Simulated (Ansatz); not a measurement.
A run of Ansatz (development build ahead of 0.2.0) on singlet AgH at this shape:

```xyz
2

Ag    0.0000    0.0000   -0.0365
H     0.0000    0.0000    1.7149
```

Its results:

```yaml
Converged: yes
Total_energy: -146.65906 hartree
Spin_squared_of_the_determinant: 0.000
```

Which input gives this output? Name the method, the orbitals and the basis set, and write the input.

RHF in def2-TZVP. The basis set brings a core potential for Ag, so the total leaves out those core electrons. An unrestricted run that stays on the closed shell gives the same numbers.

```yaml
crystal:
  periodic: [false, false, false]
  atoms:
    - { symbol: Ag, position_ang: [0.0, 0.0, -0.03649] }
    - { symbol: H, position_ang: [0.0, 0.0, 1.71489] }
basis:
  gaussian: { orbitals: def2-TZVP }
hamiltonian:
  xc: hf
```
